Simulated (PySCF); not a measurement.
Cl$_{4}$SW, triplet, geometry from GFN2-xTB (such geometries of metal compounds can be far from the true shape) (the multiplicity is a formal guess) (core potentials on W). Base run: TPSS/def2-SVP (PySCF).

Input for PySCF:
```python
from pyscf import gto, scf, dft

mol = gto.M(
    atom='''
W     0.000372   -0.000160    0.000395
S     1.597695   -0.688987    1.694562
Cl   -1.520087    0.655519   -1.612248
Cl    0.335022    2.121083    0.557249
Cl    1.258392   -0.948693   -1.561470
Cl   -1.578661   -1.178752    1.019869
''',
    basis='def2-svp',
    ecp={'W': 'def2-svp'},
    charge=0,
    spin=2,
    verbose=3,
)

mf = dft.UKS(mol)
mf.xc = 'tpss'
mf.kernel()
```

Each row names what was changed in the base input (with any setting that the change needs).

```tsv
change	ΔE vs base (mEh)	dipole (D)	outcome
base	0.000	0.51	converged
auxbasis = def2-universal-jfit	-0.399	0.51	converged
auxbasis = even-tempered beta=3.0	-23.841	0.51	converged
auxbasis = cc-pvtz-jkfit	-	-	stopped with an error
auxbasis = cc-pvdz-jkfit	-	-	stopped with an error
auxbasis = even-tempered beta=2.0	-0.375	0.51	converged
auxbasis = def2-tzvp-ri	-	-	stopped with an error
auxbasis = def2-universal-jkfit	-0.068	0.51	converged
auxbasis = cc-pvqz-jkfit	-	-	stopped with an error
auxbasis = def2-svp-ri	-	-	stopped with an error
```

A fitting set is made for a task (jfit for Coulomb, jkfit for Coulomb and exchange, ri for correlation) and for a family of orbital bases.

Open shells are given as the SCF converged; they aren't shown to be the lowest states, and a large step between rows can be another state.

- auxbasis = cc-pvtz-jkfit: ended with `pyscf.lib.exceptions.BasisNotFoundError: Basis set not found for W in cc-pvtz-jkfit`
- auxbasis = cc-pvdz-jkfit: ended with `pyscf.lib.exceptions.BasisNotFoundError: Basis set not found for W in cc-pvdz-jkfit`
- auxbasis = def2-tzvp-ri: ended with `pyscf.lib.exceptions.BasisNotFoundError: Basis set not found for W in def2-tzvp-ri`
